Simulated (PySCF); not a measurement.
Electronic structure of Zr(2+) (zirconium, charge +2) at the MN15 level

Configuration: [Kr] 4d2, high-spin 3F determinant. Computed with PySCF 2.14 in def2-TZVP with the def2 core potential (28 electrons), with a scalar-relativistic core potential.

- Total energy: -46.0836 hartree
- One-electron energy: -71.5449 hartree
- Hartree (Coulomb) energy: 30.8293 hartree
- Exchange-correlation energy: -5.3680 hartree
- ⟨S²⟩: 2.0004
- ⟨L²⟩: 12.002
- Sum of ⟨r⟩: 14.89 bohr
- Sum of ⟨r²⟩: 26.10 bohr²
- Time after the integrals: 0.91 s of wall time on 1 thread of Neoverse-N1 (shared host)

| shell | electrons | mean orbital energy (eV) | rms radius, mean of both spins (bohr) |
| --- | --- | --- | --- |
| 4s α | 1 | -74.119 | 1.30 |
| 4s β | 1 | -72.777 | 1.30 |
| 4p α | 3 | -50.615 | 1.47 |
| 4p β | 3 | -49.295 | 1.47 |
| 4d α | 2 | -19.737 | 2.21 |

Energies and moments cover only the electrons outside the core potential.
